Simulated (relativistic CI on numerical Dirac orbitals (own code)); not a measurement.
Electric-dipole transitions in Mo4+

Method of calculation: Dirac-Coulomb-Breit CI, orbitals from a KLI potential per configuration, a model potential for QED, valence Slater integrals scaled by 0.85, P86 correlation energy added to each configuration (own radial code, finite nucleus).

Configuration list (outside the closed core [Ar] 3d10): 4s2 4p6 4d2, 4s2 4p6 4d 5s, 4s2 4p6 4d 4f, 4s2 4p6 4d 5p, 4s2 4p5 4d3, 4s2 4p6 5s2, 4s2 4p6 4f2, 4s2 4p6 4d 5d, 4s2 4p6 4d 6s, 4s2 4p6 5s 5p, 4s2 4p6 4d 6p, 4s2 4p6 4d 5f, 4s2 4p6 4d 6d, 4s2 4p6 4d 7s, 4s2 4p6 4d 5g, 4s2 4p6 5p2, 4s2 4p6 4d 7p, 4s2 4p6 4d 6f, 4s2 4p5 4d2 4f, 4s2 4p6 5s 5d, 4s 4p6 4d3, 4s2 4p6 4f 5s, 4s2 4p6 5p 5d, 4s2 4p6 4f 5p, 4s2 4p5 4d2 5s, 4s2 4p5 4d2 5p. Double excitations out of closed p, d and f shells are left out; levels of such configurations are missing from the list, as are those of other unlisted configurations, and high levels can miss mixing partners. These lack a partner that the ground configuration has and come out too high: 4s2 4p5 4d2 4f, 4s2 4p5 4d2 5s, 4s2 4p5 4d2 5p.

```tsv
λ vac (Å)	Lower	Upper	A (s⁻¹)	gf	Branching (%)
235.63	4s2 4p6 4d2 3F_3 [2]	4s2 4p5 4d3 3D°_2 [360]	1.86e+11	7.76e+00	52.3
236.90	4s2 4p6 4d2 3F_4 [3]	4s2 4p5 4d3 3D°_3 [357]	1.47e+11	8.67e+00	58.8
238.91	4s2 4p6 4d2 1G_4 [8]	4s2 4p5 4d3 1G°_4 [374]	3.72e+11	2.86e+01	99.3
240.93	4s2 4p6 4d2 1G_4 [8]	4s2 4p5 4d3 1F°_3 [368]	2.42e+11	1.47e+01	90.5
241.50	4s2 4p6 4d2 3P_1 [6]	4s2 4p5 4d3 3D°_2 [360]	1.35e+11	5.91e+00	37.9
243.07	4s2 4p6 4d2 3F_3 [2]	4s2 4p5 4d3 3F°_3 [317]	1.37e+11	8.46e+00	53.8
243.19	4s2 4p6 4d2 3F_4 [3]	4s2 4p5 4d3 3F°_4 [320]	2.72e+11	2.17e+01	94.9
243.86	4s2 4p6 4d2 3F_2 [1]	4s2 4p5 4d3 1D°_2 [311]	7.35e+10	3.27e+00	34.9
244.97	4s2 4p6 4d2 3F_3 [2]	4s2 4p5 4d3 3D°_3 [310]	1.02e+11	6.41e+00	45.2
245.09	4s2 4p6 4d2 3F_2 [1]	4s2 4p5 4d3 3F°_2 [306]	2.11e+11	9.51e+00	72.1
249.48	4s2 4p6 4d2 3F_3 [2]	4s2 4p5 4d3 3D°_2 [296]	8.62e+10	4.02e+00	39.7
250.20	4s2 4p6 4d2 3F_4 [3]	4s2 4p5 4d3 1H°_5 [297]	4.61e+10	4.76e+00	21.8
250.20	4s2 4p6 4d2 1D_2 [4]	4s2 4p5 4d3 1D°_2 [311]	1.18e+11	5.54e+00	56.1
253.48	4s2 4p6 4d2 1D_2 [4]	4s2 4p5 4d3 3D°_3 [300]	1.34e+11	9.02e+00	57.4
255.95	4s2 4p6 4d2 3F_4 [3]	4s2 4p5 4d3 3G°_5 [286]	1.85e+11	1.99e+01	83.3
256.39	4s2 4p6 4d2 3F_3 [2]	4s2 4p5 4d3 3G°_4 [285]	2.12e+11	1.88e+01	93.4
257.72	4s2 4p6 4d2 3F_2 [1]	4s2 4p5 4d3 3G°_3 [282]	2.05e+11	1.43e+01	93.0
258.59	4s2 4p6 4d2 1G_4 [8]	4s2 4p5 4d3 1H°_5 [297]	1.65e+11	1.82e+01	77.9
391.47	4s2 4p6 4d2 1G_4 [8]	4s2 4p6 4d 4f 1H°_5 [71]	2.48e+10	6.27e+00	99.6
392.83	4s2 4p6 4d2 3F_4 [3]	4s2 4p6 4d 4f 3G°_5 [57]	1.82e+10	4.62e+00	99.8
```

Terms are leading LS components. Brackets give the number of a level in order of energy, since labels repeat. The list gives strong lines, with weight on those to low levels, without lines whose two gauges differ by over a factor of 2.5, among the lowest 378 of 1194 levels, so that lines to higher ones, which can be the strongest, are missing. Levels whose partners in the same complex of configurations lie outside the list can be far off, and so can their lines. Rates are taken at the computed energies, electric ones in the length gauge.

At this charge configurations can still be misplaced by up to about 7 % of their energy. 53 of the 55 excited levels that our extract of the measured tables holds in this range could be paired (the sources list more); they are missed by 6738 cm⁻¹ on average and 13018 at most, and levels without a partner can miss by more.

LS names give the leading component of a level, which can be under half, so a name can repeat, a term be missing and a line seem to break the LS rules.
